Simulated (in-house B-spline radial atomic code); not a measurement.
Configurations of the zirconium ion Zr⁴⁺, with energies counted from [Ar] 3d10 4s2 4p6. Computed with a radial B-spline atomic code at the basis-set limit: scalar-relativistic (X2C) B3LYP, spin-polarised, spherical fractional occupations, exact exchange averaged over the configuration, Fermi nucleus of rms radius 4.2694 fm. Shells without spins written out take the highest spin.

Occupations are held fixed; configurations that lie above the ionisation limit could autoionise.

```tsv
configuration	E - E(ref) (eV)	highest orbital	its <r> (bohr)
[Ar] 3d10 4s2 4p5 4d1	31.68	4d up	1.676
[Ar] 3d10 4s2 4p5 5p1	46.797	5p up	2.952
[Ar] 3d9 4s2 4p6 5p1	201.63	5p up	2.904
[Ar] 3d9 4s2 4p6 5d1	211.28	5d up	3.659
[Ne] 3s2 3p5 3d10 4s2 4p6 4d1	330.82	4d up	1.616
[Ne] 3s2 3p5 3d10 4s2 4p6 4f1	357.06	4f up	2.83
```

**Question.** Order these further configurations by energy, lowest first.
A. [Ar] 3d10 4s1 4p6 4d1
B. [Ar] 3d9 4s2 4p6 4f1
C. [Ar] 3d10 4s1 4p6 4f1
D. [Ar] 3d9 4s2 4p6 5s1
E. [Ar] 3d9 4s2 4p6 4d1

**Answer.** A (55.654 eV), C (80.782 eV), E (185.46 eV), D (194.97 eV), B (211.77 eV).

**Question.** How far above the reference does [Ne] 3s2 3p5 3d10 4s2 4p6 5s1 lie?

**Answer.** 340.27 eV; its least bound orbital is 5s up with <r> = 2.592 bohr.
